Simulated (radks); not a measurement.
The numbers below are computed, except where a source is named.
These are the eigenvalues of the occupied orbitals of an atom or ion with whole-number occupations (Ry). Level of theory: Dirac Kohn-Sham, HCTH/407, spin-unpolarised, spherical densities, point nucleus (a radial shooting solver on a logarithmic mesh with Libxc functionals).

orbital  eigenvalue
1s1/2      -8.69483
2s1/2      -1.01286

Which element is it, and in what charge state? The configuration may be excited. Open shells, if any, are shared by 2j + 1.

Answer. Z = 4, beryllium, charge +1: Be+ in [He] 2s1. The 1s level, -4.3474 hartree, gives Z - s = 2.9 by -(Z - s)^2/2, which with screening and relativity narrows Z to a few neighbours, and the depths must fix Z and the occupations together.
